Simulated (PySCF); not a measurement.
**Two-dimensional NMR puzzle**

Compound of formula C$_{5}$H$_{11}$NO. Correlations simulated from computed shifts and the bond graph:

HSQC (one-bond C–H):
```
  δH     δC
8.29  163.3
1.35   30.2
```

COSY cross peaks (H two or three bonds apart, from the bond graph; peaks can be absent where the dihedral angle is near 90°):
```
  δH    δH
8.29  4.61
```

HMBC (two and three bonds, from the bond graph):
```
  δH                 δC
8.29               54.4
4.61  163.3, 54.4, 30.2
1.35         54.4, 30.2
```

Carbons without hydrogens: δ 54.4.

PySCF 2.14 calculation with GIAO B97-2/pcSseg-2 shieldings and PBE0-D3(BJ)/def2-TZVP structure; single conformer, non-relativistic, one averaged value for each set of equivalent atoms, no solvent model.

References, each an isolated molecule treated in the same way: TMS for $^{1}$H (σref 31.64), $^{13}$C (σref 185.38).

Exchangeable hydrogens are left out of these lists.

Question: Assemble the structure.

Answer: `CC(C)(C)NC=O`.

Structure with atom numbers: `[CH3:1][C:2]([CH3:3])([CH3:4])[NH:5][CH:6]=[O:7]` (H(Xn): hydrogen on atom n).

1. δC 163.3 is C6, an amide carbonyl carbon (δH 8.29).
2. δC 54.4 is C2, a fully substituted sp3 carbon bonded to N.
3. δC 30.2 is C1/C3/C4, a methyl carbon (δH 1.35).
4. HMBC from δH 8.29 reaches the proton-free carbon C2.
5. HMBC from δH 1.35 reaches the proton-free carbon C2.
6. COSY links 8.29–4.61.

This is the structure that produced the data.

The OH or NH signal is concentration- and solvent-dependent in practice; the value given is the gas-phase one. Shifts are as computed. Against solution values, carbons near 30 ppm lie about +3 ppm off and those near 130 ppm about +7 ppm. Of 1309 compounds with measured shifts, 239 miss one by over three times the rms of a fit or turn the order of signals round; such compounds aren't used in these exercises. The C=O carbon of an acid or of an amide with N–H lies up to 10 ppm further downfield in solution, through hydrogen bonding that the calculation lacks.
